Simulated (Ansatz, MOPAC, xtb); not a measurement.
Pair of molecules: GeH4 (SMILES [GeH4]) (first 5 atoms) with HI (SMILES I); geometry from B3LYP-D3(BJ)/def2-TZVP, rigid monomers moved along the line of their centres of mass till Ge1···I6 is 4.81 Å.
(charge 0, multiplicity 1):
```xyz
7

Ge     0.0755     0.1557    -0.0127
H      1.4609     0.0677     0.6444
H     -0.6465    -1.1909     0.1251
H      0.2400     0.5041    -1.5008
H     -0.7451     1.2543     0.6787
I     -0.2574    -0.6144     4.7256
H      0.5010     0.7607     4.3478
```

Monomers are frozen at their geometry in the pair; levels with a basis set take the counterpoise correction.

The state reached by PM7 isn't checked; PM7 holds dispersion and hydrogen-bond terms.

Codes used: Ansatz (Gaussian orbitals); MOPAC for PM7 (differences of heats of formation); xtb for the GFN methods. Each number belongs to the level named beside it. In def2 rows elements past Kr take small-core potentials, without spin–orbit coupling.

Question: One of these levels gives 0.07 kcal/mol for the interaction energy. Which?
A. HF/def2-SVPD
B. PM7
C. GFN1-xTB

Answer: A, HF/def2-SVPD. The others give -0.68 (PM7), -7.19 (GFN1-xTB)

Ansatz is a quantum-chemistry and plane-wave program.
